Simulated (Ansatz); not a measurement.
Consider the ligand exchange at a Ge–Cl bond: `[CH3][Ge]([CH3])([Cl])[Cl]` + `CC(C)N` → `CC(C)[NH][Ge]([CH3])([CH3])[Cl]` + HCl.

Gas-phase electronic energies from Ansatz, PBE0-D4/def2-TZVP geometries. CCSD(T)/CBS is the MP2 limit (def2-TZVPP, def2-QZVPP) plus CCSD(T) − MP2 in def2-TZVPP, frozen cores. This one scheme is used for every species. DFT in def2-TZVPP. For Ge outer-core shells are correlated without core-valence functions, which leaves a few kJ/mol of doubt a bond. Scalar relativity is left out up to krypton. One conformer a species, not always the lowest.

```csv
level,ΔE (eV)
r2SCAN-D4,0.70
BHLYP-D4,0.69
ωB97X-V,0.66
B2PLYP,0.71
r2SCANh,0.74
CCSD(T)/def2-SVP,0.51
CCSD(T)/def2-TZVPP,0.57
HF/def2-QZVPP,0.85
```

Task: What does CCSD(T)/CBS give? (Best estimate.)

Result: Ansatz gave: +0.60 eV. The listed levels differ from it by 0.10, 0.09, 0.06, 0.11, 0.14, -0.09, -0.03, 0.25 eV.

Largest T1 diagnostic among the species: 0.010.

At CCSD(T), def2-SVP lies −0.09 eV from the extrapolated value and def2-TZVPP −0.03 eV. In def2-TZVPP, CCSD(T) changes the Hartree–Fock value by −0.28 eV (the triples alone add −0.03 eV) and MP2 by −0.26 eV.

CCSD(T)/CBS has its own doubt, a few kJ/mol and more with outer-core shells, so smaller differences from it don't rank the levels.
